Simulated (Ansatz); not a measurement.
Computed with Ansatz on PBE0-D4/def2-TZVP structures; ΔE is electronic, products minus reactants. CCSD(T)/CBS adds triple-zeta CCSD(T) − MP2 to the extrapolated MP2 energy (def2 sets, frozen cores). This one scheme is used for every species. Functionals use def2-TZVPP. B3LYP here is the variant with VWN-RPA as its local correlation; programs differ in this. HSE06 is defined as in plane-wave codes. def2 core potentials past Kr. For I outer-core shells are correlated without core-valence functions, which leaves a few kJ/mol of doubt a bond. Each species was taken in one conformer, which may not be the lowest.

`SC1=C[SiH2]1` + HI → `IC1=C[SiH2]1` + H₂S  (substitution at a C–S bond)

```tsv
level	ΔE (kcal/mol)	difference from CCSD(T)/CBS
B3LYP-D4	2.8	1.5
HSE06-D4	3.8	2.5
CAM-B3LYP-D4	3.6	2.3
revPBE	3.1	1.8
PBE0	4.0	2.7
RPA@PBE/def2-TZVPP	1.2	-0.1
CCSD(T)/def2-SVP	4.0	2.7
HF/def2-TZVPP	3.3	2.0
HF/def2-QZVPP	3.1	1.8
SCS-MP2/def2-QZVPP	0.7	-0.6
CCSD(T)/CBS	1.3	0
```

Largest T1 diagnostic among the species: 0.014.

Leaving LDA and LC-ωPBE aside and taking each functional with its dispersion term where it has one, the values, not all of them listed here, spread over 1.7 kcal/mol, from B2PLYP to r2SCAN0-D4. LDA lies +1.9 kcal/mol from PBE without D4. From BLYP to BHLYP (50 % exact exchange), in def2-TZVPP and without D4, ΔE moves by +1.0 kcal/mol. In def2-TZVPP, CCSD(T) changes the Hartree–Fock value by −1.5 kcal/mol (the triples alone add −0.3 kcal/mol) and MP2 by −2.3 kcal/mol.
